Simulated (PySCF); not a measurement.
SiBr₂, SMILES Br[Si]Br (connectivity only; charge and spin as stated), neutral, multiplicity 1.

Geometry optimised at PBE0-D3(BJ)/def2-TZVP. The isomer is the one that the SMILES or the coordinates give; other isomers of the formula were not compared.

The numbers are results of TDDFT-LC-ωPBE/def2-SVPD run with PySCF, not measurements.

Vertical excitations. Isolated molecule, no solvent. State labels are in the subgroup C2v.

```json
[
 {"state": "S1", "symmetry": "B1", "energy (eV)": "3.37", "λ (nm)": "368", "f": "0.016", "main pairs": "HOMO→LUMO 100 %"},
 {"state": "S2", "symmetry": "A2", "energy (eV)": "4.60", "λ (nm)": "269", "f": "0.000", "main pairs": "HOMO−1→LUMO 98 %"},
 {"state": "S3", "symmetry": "B2", "energy (eV)": "5.39", "λ (nm)": "230", "f": "0.031", "main pairs": "HOMO−2→LUMO 90 %"},
 {"state": "S4", "symmetry": "A1", "energy (eV)": "6.00", "λ (nm)": "206", "f": "0.033", "main pairs": "HOMO→LUMO+1 54 %, HOMO−3→LUMO 38 %"},
 {"state": "S5", "symmetry": "B1", "energy (eV)": "6.01", "λ (nm)": "206", "f": "0.006", "main pairs": "HOMO−4→LUMO 97 %"},
 {"state": "S6", "symmetry": "A1", "energy (eV)": "6.49", "λ (nm)": "191", "f": "0.174", "main pairs": "HOMO−3→LUMO 55 %, HOMO→LUMO+1 34 %"},
 {"state": "S7", "symmetry": "B2", "energy (eV)": "6.54", "λ (nm)": "189", "f": "0.207", "main pairs": "HOMO→LUMO+2 69 %, HOMO−1→LUMO+1 17 %"},
 {"state": "S8", "symmetry": "A2", "energy (eV)": "6.74", "λ (nm)": "184", "f": "0.000", "main pairs": "HOMO−5→LUMO 97 %"},
 {"state": "S9", "symmetry": "A2", "energy (eV)": "7.43", "λ (nm)": "167", "f": "0.000", "main pairs": "HOMO−2→LUMO+1 85 %"},
 {"state": "S10", "symmetry": "A1", "energy (eV)": "7.45", "λ (nm)": "166", "f": "0.014", "main pairs": "HOMO−1→LUMO+2 82 %"},
 {"state": "T1", "symmetry": "B1", "energy (eV)": "1.91", "λ (nm)": "649", "f": "0", "main pairs": "HOMO→LUMO 93 %"},
 {"state": "T2", "symmetry": "A2", "energy (eV)": "4.46", "λ (nm)": "278", "f": "0", "main pairs": "HOMO−1→LUMO 98 %"},
 {"state": "T3", "symmetry": "B2", "energy (eV)": "4.67", "λ (nm)": "265", "f": "0", "main pairs": "HOMO−2→LUMO 96 %"},
 {"state": "T4", "symmetry": "B2", "energy (eV)": "4.81", "λ (nm)": "258", "f": "0", "main pairs": "HOMO→LUMO+2 77 %, HOMO→LUMO+4 13 %"}
]
```
Triplets are in the Tamm–Dancoff approximation, which puts them higher than full response would, so one can lie above its singlet here.
